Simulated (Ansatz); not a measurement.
Geometry optimisation, RKS r2SCANh-D4/def2-SVP (Ansatz).

Input file:

```yaml
crystal:
  periodic: [false, false, false]
  atoms:
    - { symbol: O, position_ang: [-0.4718, 1.2937, 1.536] }
    - { symbol: C, position_ang: [-0.5372, 0.2265, 0.6673] }
    - { symbol: "N", position_ang: [0.397, 0.4337, -0.4318] }
    - { symbol: B, position_ang: [0.4747, -0.7491, -1.3807] }
    - { symbol: Cl, position_ang: [-1.0522, -1.0421, -2.4964] }
    - { symbol: H, position_ang: [0.3113, 1.2872, 2.0607] }
    - { symbol: H, position_ang: [-1.5348, 0.1357, 0.2582] }
    - { symbol: H, position_ang: [-0.261, -0.6814, 1.2376] }
    - { symbol: H, position_ang: [1.3906, 0.4732, 0.0462] }
    - { symbol: H, position_ang: [1.3666, -1.4285, -1.4942] }
basis:
  gaussian: { orbitals: def2-SVP }
hamiltonian:
  xc: r2scanh
  dispersion: d4
relax:
  f_tol: 0.015
  max_steps: 40
output:
  orbitals: {}
```

Run as:

```bash
$ ansatz run input.yaml --threads 2 --pin off --max-ram 3072MiB --backend cpu --events-out ev --progress --plain --runs-dir out
```

Question: Where does it end, and by what steps?

Answer: The forces met the threshold. After 20 steps the energy has fallen by 1.435 eV; H9 moved furthest, 0.92 Å.

| step | energy less start (eV) | largest force component (eV/Å) | accepted |
| --- | --- | --- | --- |
| 0 | 0.0000 | 3.669 | yes |
| 1 | -0.7651 | 2.157 | yes |
| 2 | -1.0785 | 1.026 | yes |
| 3 | -1.2160 | 0.941 | yes |
| 4 | -1.3454 | 0.394 | yes |
| 5 | -1.3720 | 0.281 | yes |
| 6 | -1.3831 | 0.662 | yes |
| 7 | -1.4024 | 0.316 | yes |
| 8 | -1.4086 | 0.370 | yes |
| 9 | -1.4133 | 0.153 | yes |
| 10 | -1.4198 | 0.231 | yes |
| 11 | -1.4258 | 0.212 | yes |
| 12 | -1.4288 | 0.200 | yes |
| 13 | -1.4249 | 0.716 | no |
| 14 | -1.4320 | 0.090 | yes |
| 15 | -1.4338 | 0.121 | yes |
| 16 | -1.4329 | 0.149 | no |
| 17 | -1.4345 | 0.034 | yes |
| 18 | -1.4349 | 0.031 | yes |
| 19 | -1.4349 | 0.016 | yes |
| 20 | -1.4350 | 0.007 | yes |

```xyz
10
Properties=species:S:1:pos:R:3
O -0.669 1.420 0.990
C -0.511 0.040 0.839
N 0.560 -0.334 -0.059
B 0.489 -0.533 -1.439
Cl -1.064 -0.449 -2.286
H 0.112 1.772 1.432
H -1.453 -0.330 0.420
H -0.338 -0.459 1.809
H 1.478 -0.390 0.367
H 1.479 -0.787 -2.071
```

Time of the run: 63 s on 2 threads of Intel(R) Xeon(R) Platinum 8375C CPU @ 2.90GHz (Ice Lake), with other jobs on the host, peak memory 0.25 GiB.
